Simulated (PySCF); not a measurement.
**How methods differ on the excitation energy of Ti**

Ti [Ar] 3d2 4s2 (3F) → Ti [Ar] 3d2 4s1 5s1 (5F), as a difference of total energies. Computed with PySCF 2.14 in dyall-av2z, with no relativity, point nucleus. Correlated levels: valence: [Ar] frozen; virtual orbitals above 40 to 60 times the deepest correlated orbital energy dropped. The calculations carry no spin-orbit coupling.

```
           method  excitation energy (eV)
              UHF                   3.340
              LDA                   4.415
              PBE                   4.196
             PBE0                   4.114
           r2SCAN                   4.029
            B3LYP                   4.434
          wB97X-V                   4.356
             TPSS                   4.155
             PW91                   4.220
    MP2 (valence)                   4.039
SCS-MP2 (valence)                   4.242
```

Q: How much does correlation contribute at MP2 (valence)?

A: 4.039 − (3.340) = 0.699 eV, measured against UHF.

The promoted electron is Rydberg-like, and one or two diffuse shells describe it only roughly, which tends to raise the upper state.
